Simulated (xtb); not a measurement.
Mn(CO)5(Me) (C6H3MnO5), SMILES [O+]#[C-]->[Mn](<-[C-]#[O+])(<-[C-]#[O+])([CH3])(<-[C-]#[O+])<-[C-]#[O+], multiplicity 1. All values are semi-empirical tight-binding results from xtb (GFN2-xTB unless named), good for trends rather than for accurate numbers. The structure is a stationary point at GFN2-xTB. The multiplicity is an assumed one; other spin states were not compared. The isomer is the one that the SMILES or the coordinates give; other isomers of the formula were not compared.

Optimised geometry:

Bond lengths (Å): Mn1–C3 1.797, Mn1–C5 1.797, Mn1–C7 1.798, Mn1–C9 1.798, Mn1–C11 1.804, Mn1–C12 2.239, O2–C3 1.140, O4–C5 1.140, O6–C7 1.139, O8–C9 1.139, O10–C11 1.140, C12–H13 1.091, C12–H14 1.091, C12–H15 1.091. Angles (°): C3–Mn1–C5 88.7, C3–Mn1–C7 166.1, C3–Mn1–C9 89.2, C3–Mn1–C11 96.8, C3–Mn1–C12 84.5, C5–Mn1–C7 89.1, C5–Mn1–C9 166.6, C5–Mn1–C11 96.6, C5–Mn1–C12 84.5, C7–Mn1–C9 89.7, C7–Mn1–C11 97.1, C7–Mn1–C12 81.6, C9–Mn1–C11 96.8, C9–Mn1–C12 82.1, C11–Mn1–C12 178.3, Mn1–C3–O2 176.6, Mn1–C5–O4 176.7, Mn1–C7–O6 175.9, Mn1–C9–O8 176.2, Mn1–C11–O10 179.9, Mn1–C12–H13 111.5, Mn1–C12–H14 111.5, Mn1–C12–H15 111.6, H13–C12–H14 107.4, H13–C12–H15 107.3, H14–C12–H15 107.3.

For metal compounds this method's bond lengths and energies can be far off.

Computed properties:
- point group as xtb finds it = Cs
- orbital gap = 2.89 eV
- zero-point energy = 48.2 kcal/mol
- G − E(el) at 298.15 K (modified RRHO) = 20.9 kcal/mol

Q: Give the atomic charges and the Wiberg bond orders between heavy atoms. (An estimate is asked for; the answer gives what the named calculation found.)

A: charges (e) Mn1 -0.81, O2 -0.13, C3 0.28, O4 -0.13, C5 0.28, O6 -0.12, C7 0.28, O8 -0.12, C9 0.28, O10 -0.13, C11 0.26, C12 -0.08, H13 0.05, H14 0.05, H15 0.05. Bond orders Mn1–C3 1.14, O2–C3 2.21, Mn1–C5 1.14, O4–C5 2.21, Mn1–C7 1.13, O6–C7 2.22, Mn1–C9 1.13, O8–C9 2.22, Mn1–C11 1.23, O10–C11 2.21, Mn1–C12 0.74.
